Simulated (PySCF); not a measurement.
C2H7Sb (SMILES [CH3][SbH][CH3]), singlet, geometry from GFN2-xTB (core potentials on Sb); PySCF with DF-PBE/def2-TZVPPD.

The PySCF input:
```python
from pyscf import gto, scf, dft

mol = gto.Mole()
mol.atom = '''
    Sb   -0.157006   -0.227700    0.292290
    H    -0.848199   -1.242643   -0.898403
    C    -0.842899    1.553545   -0.726476
    H    -0.595008    1.496439   -1.780276
    H    -0.364845    2.425144   -0.293138
    H    -1.916139    1.653221   -0.614767
    C     1.756512   -0.227265   -0.717469
    H     1.618707   -0.020138   -1.772605
    H     2.236530   -1.191698   -0.600378
    H     2.394585    0.534708   -0.283577
'''
mol.basis = 'def2-tzvppd'
mol.ecp = {'Sb': 'def2-tzvppd'}
mol.charge = 0
mol.spin = 0
mol.verbose = 4
mol.max_memory = 1800
mol.build()

mf = dft.RKS(mol)
mf.xc = 'pbe'
mf = mf.density_fit(auxbasis='def2-universal-jkfit')
mf.kernel()
```

Write the output that PySCF gives for this input, abridged.


```
PySCF version 2.14.0

[INPUT] verbose = 4
[INPUT] num. atoms = 10
[INPUT] num. electrons = 42
[INPUT] charge = 0
[INPUT] spin (= nelec alpha-beta = 2S) = 0
[INPUT] symmetry False subgroup None
[INPUT] Mole.unit = angstrom
[INPUT] Symbol           X                Y                Z      unit          X                Y                Z       unit  Magmom
[INPUT]  1 Sb    -0.157006000000  -0.227700000000   0.292290000000 AA   -0.296698339913  -0.430290638563   0.552348048949 Bohr   0.0
[INPUT]  2 H     -0.848199000000  -1.242643000000  -0.898403000000 AA   -1.602863809130  -2.348254940608  -1.697735619488 Bohr   0.0
[INPUT]  3 C     -0.842899000000   1.553545000000  -0.726476000000 AA   -1.592848260670   2.935774572187  -1.372840676070 Bohr   0.0
[INPUT]  4 H     -0.595008000000   1.496439000000  -1.780276000000 AA   -1.124402161925   2.827859872118  -3.364234066136 Bohr   0.0
[INPUT]  5 H     -0.364845000000   2.425144000000  -0.293138000000 AA   -0.689457127917   4.582857972632  -0.553950536703 Bohr   0.0
[INPUT]  6 H     -1.916139000000   1.653221000000  -0.614767000000 AA   -3.620977926598   3.124134913380  -1.161741260420 Bohr   0.0
[INPUT]  7 C      1.756512000000  -0.227265000000  -0.717469000000 AA    3.319326614512  -0.429468607699  -1.355819912866 Bohr   0.0
[INPUT]  8 H      1.618707000000  -0.020138000000  -1.772605000000 AA    3.058912905916  -0.038055304696  -3.349737977035 Bohr   0.0
[INPUT]  9 H      2.236530000000  -1.191698000000  -0.600378000000 AA    4.226429169373  -2.251982843192  -1.134549991214 Bohr   0.0
[INPUT] 10 H      2.394585000000   0.534708000000  -0.283577000000 AA    4.525109831992   1.010451676614  -0.535882865226 Bohr   0.0

nuclear repulsion = 136.756925620835
number of shells = 93
number of NR pGTOs = 334
number of NR cGTOs = 249
basis = def2-tzvppd
ecp = {'Sb': 'def2-tzvppd'}

******** <class 'pyscf.df.df_jk.DFRKS'> ********
method = DFRKS
initial guess = minao
damping factor = 0
level_shift factor = 0
DIIS = <class 'pyscf.scf.diis.CDIIS'>
diis_start_cycle = 1
diis_space = 8
diis_damp = 0
SCF conv_tol = 1e-09
SCF conv_tol_grad = None
SCF max_cycles = 50
direct_scf = False
XC library pyscf.dft.libxc version 7.1.2
    S. Lehtola, C. Steigemann, M. J. T. Oliveira, and M. A. L. Marques,  SoftwareX 7, 1–5 (2018)
XC functionals = pbe
    J. P. Perdew, K. Burke, and M. Ernzerhof,  Phys. Rev. Lett. 77, 3865 (1996)
    J. P. Perdew, K. Burke, and M. Ernzerhof,  Phys. Rev. Lett. 78, 1396 (1997)
    J. P. Perdew, K. Burke, and M. Ernzerhof,  Phys. Rev. Lett. 77, 3865 (1996)
    J. P. Perdew, K. Burke, and M. Ernzerhof,  Phys. Rev. Lett. 78, 1396 (1997)
radial grids:
    Treutler-Ahlrichs [JCP 102, 346 (1995); DOI:10.1063/1.469408] (M4) radial grids

becke partition: Becke, JCP 88, 2547 (1988); DOI:10.1063/1.454033
pruning grids: <function nwchem_prune>
grids dens level: 3
symmetrized grids: False
atomic radii adjust function: <function treutler_atomic_radii_adjust>
small_rho_cutoff = 0
Set gradient conv threshold to 3.16228e-05
Initial guess from minao.
tot grids = 118856
init E= -282.073239423511
  HOMO = -0.704700716021044  LUMO = -0.532760432930641  gap/eV = 4.67873
cycle= 1 E= -318.441217669538  delta_E= -36.4  |g|= 3.36  |ddm|= 17.2
  HOMO = 0.0172967209960753  LUMO = 0.0310992252460363  gap/eV = 0.37559
cycle= 2 E= -310.008328394804  delta_E= 8.43  |g|= 7.89  |ddm|=   72
  HOMO = -0.21289944530608  LUMO = -0.0385821130377017  gap/eV = 4.74342
cycle= 3 E= -320.484579843765  delta_E= -10.5  |g|= 0.733  |ddm|= 71.4
  HOMO = -0.179253300533782  LUMO = -0.0196372520544759  gap/eV = 4.34337
cycle= 4 E= -320.553301060356  delta_E= -0.0687  |g|= 0.25  |ddm|= 0.978
  HOMO = -0.208322202559394  LUMO = -0.0299961067233986  gap/eV = 4.85250
cycle= 5 E= -320.569907238289  delta_E= -0.0166  |g|= 0.0716  |ddm|= 0.339
  HOMO = -0.214066847722695  LUMO = -0.0330524372512468  gap/eV = 4.92565
cycle= 6 E= -320.570488328048  delta_E= -0.000581  |g|= 0.0467  |ddm|= 0.0973
  HOMO = -0.212796532776172  LUMO = -0.0322417181069192  gap/eV = 4.91315
cycle= 7 E= -320.570953472583  delta_E= -0.000465  |g|= 0.0112  |ddm|= 0.0436
  HOMO = -0.21237245995064  LUMO = -0.0319454843428489  gap/eV = 4.90967
cycle= 8 E= -320.570989043256  delta_E= -3.56e-05  |g|= 0.00218  |ddm|= 0.0126
  HOMO = -0.212241069160207  LUMO = -0.0318483322396742  gap/eV = 4.90874
cycle= 9 E= -320.570990205286  delta_E= -1.16e-06  |g|= 0.000732  |ddm|= 0.00285
  HOMO = -0.212235067788258  LUMO = -0.0318430581368978  gap/eV = 4.90872
cycle= 10 E= -320.570990394989  delta_E= -1.9e-07  |g|= 8.6e-05  |ddm|= 0.00104
  HOMO = -0.212228963493859  LUMO = -0.0318374491038109  gap/eV = 4.90870
cycle= 11 E= -320.57099039708  delta_E= -2.09e-09  |g|= 2.16e-05  |ddm|= 0.000137
  HOMO = -0.212230869987426  LUMO = -0.0318390663510307  gap/eV = 4.90871
cycle= 12 E= -320.570990397244  delta_E= -1.65e-10  |g|= 2.37e-06  |ddm|= 3.58e-05
  HOMO = -0.212230278903927  LUMO = -0.0318387114044296  gap/eV = 4.90870
Extra cycle  E= -320.570990397244  delta_E= 4.55e-13  |g|= 3.26e-06  |ddm|= 8.43e-06
converged SCF energy = -320.570990397244
```
